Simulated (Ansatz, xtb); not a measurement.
# Ranking isomers of C6H5ClSi

11 gas-phase structures of C6H5ClSi, from a drawn sample of its isomers (lower ones may exist). Each was relaxed with GFN2-xTB:

A. `C#C[Si]1(Cl)C=CC=C1`, a singlet
B. `C#CC1=C[SiH2]C=C1Cl`, a singlet
C. `C#CC1=C[SiH](Cl)C=C1`, a singlet
D. `C#C[SiH]1C=CC(Cl)=C1`, a singlet
E. `C#CC1=CC=C(Cl)[SiH2]1`, a singlet
F. `C#CC1=CC=C[SiH]1Cl`, a singlet
G. `C#C[SiH]1C=CC=C1Cl`, a singlet
H. `C#CC1=C(Cl)C=C[SiH2]1`, a singlet
I. `C#CC1=C(Cl)[SiH2]C=C1`, a singlet
J. `C#CC1=CC(Cl)=C[SiH2]1`, a singlet
K. `C#CC1=C[SiH2]C(Cl)=C1`, a singlet

Which do you expect lowest at r2SCAN-D4/def2-SVP//GFN2-xTB, and how would the others follow?

Calculated order at r2SCAN-D4/def2-SVP//GFN2-xTB: A (0.0), F (3.5), C (6.1), D (32.8), G (35.5), H (35.8), J (36.0), E (38.2), B (39.5), I (40.8), K (41.3) kcal/mol. Less than 1 kcal/mol parts G and H; H and J; I and K, so the order within those pairs means little.

Energies above the lowest of each column, in kcal/mol; the last columns are at r2SCAN-D4/def2-SVP geometries and were run for some of them only (a dash: not run or not comparable):

| structure | GFN2-xTB | HF/STO-3G | r2SCAN-D4/def2-SVP//GFN2-xTB | r2SCAN-D4/def2-SVP | CCSD(T)/def2-SVP + ΔMP2/def2-TZVPP |
| --- | --- | --- | --- | --- | --- |
| A | 14.0 | 0.0 | 0.0 | 0.0 | 0.0 |
| F | 0.0 | 8.6 | 3.5 | 3.5 | 9.1 |
| C | 1.7 | 9.3 | 6.1 | 6.1 | 9.9 |
| D | 33.0 | 33.2 | 32.8 | – | – |
| G | 34.7 | 34.8 | 35.5 | – | – |
| H | 20.5 | 42.2 | 35.8 | – | – |
| J | 20.2 | 41.8 | 36.0 | – | – |
| E | 21.9 | 42.5 | 38.2 | – | – |
| B | 22.5 | 43.9 | 39.5 | – | – |
| I | 24.0 | 44.6 | 40.8 | – | – |
| K | 23.7 | 44.1 | 41.3 | – | – |

CCSD(T)/def2-SVP + ΔMP2/def2-TZVPP puts A lowest of those it was run on; GFN2-xTB picks F. Frequencies (GFN2-xTB) were run for A, C, F alone. The ΔMP2 step shifts differences by up to 3.1 kcal/mol, which makes them less sure. ΔMP2 is the change of the MP2 energy from the smaller to the larger basis.

Over these structures GFN2-xTB departs from r2SCAN-D4/def2-SVP//GFN2-xTB by 8.7 kcal/mol on average once a common shift is removed. A GFN2-xTB relaxation took about 0.11 s and the r2SCAN-D4/def2-SVP//GFN2-xTB energy about 4.2 s on a shared host (Ansatz 0.2.0, xtb 6.7.1).
